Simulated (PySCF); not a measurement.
Q: Give a GFN2-xTB geometry of `c1(occc1)[SiH2]/C=C\[SiH3]`.

A: 
```xyz
19
C6H10OSi2 angstrom
Si     3.7148    0.6372   -0.4503
C      2.5088   -0.7705   -0.7754
C      1.2083   -0.7826   -0.4877
Si     0.2387    0.6139    0.3233
C     -1.5736    0.1479    0.2068
C     -2.2597   -1.0297    0.3420
C     -3.6291   -0.7293    0.1733
C     -3.6850    0.6124   -0.0519
O     -2.4577    1.1472   -0.0322
H      5.0734    0.0906   -0.5324
H      3.5508    1.6762   -1.4712
H      3.4896    1.2065    0.8790
H      2.9324   -1.6504   -1.2536
H      0.6362   -1.6710   -0.7448
H      0.4210    1.8906   -0.3732
H      0.6185    0.7502    1.7388
H     -1.8335   -1.9924    0.5416
H     -4.4545   -1.4109    0.2128
H     -4.5093    1.2734   -0.2371
```

Any rigid rotation of these coordinates is as good. Atoms count from 1 in this order. The C–C distances run from 1.332 Å (C2=C3, drawn double) to 1.412 Å (C6–C7, aromatic), a spread of 0.080 Å. Si1 (SiH3 silicon) is tetrahedral (angles from 107.8° to 110.4°). Of the pairs four or more bonds apart, Si4···H12 is among the closest relative to their van der Waals radii: 3.35 Å, 102 % of the sum of Bondi's values. The 5-membered ring C5–C6–C7–C8–O9 has internal angles of 105.6° to 110.7°; it is planar, 0.00 Å rms from its mean plane, widest ring torsion 0°.

Bonds between heavy atoms (Å): Si1–C2 1.882, C2=C3 1.332, C3–Si4 1.884, Si4–C5 1.875, C5–C6 1.370, C6–C7 1.412, C7–C8 1.362, C8–O9 1.339, C5–O9 1.355.

The geometry is computed with GFN2-xTB (gas phase).

Point group: C1 (no symmetry element, even within 0.4 Å). No frequency check. One conformer, not necessarily the lowest (C2–C3–Si4–C5 171°, C3–Si4–C5–C6 39°).
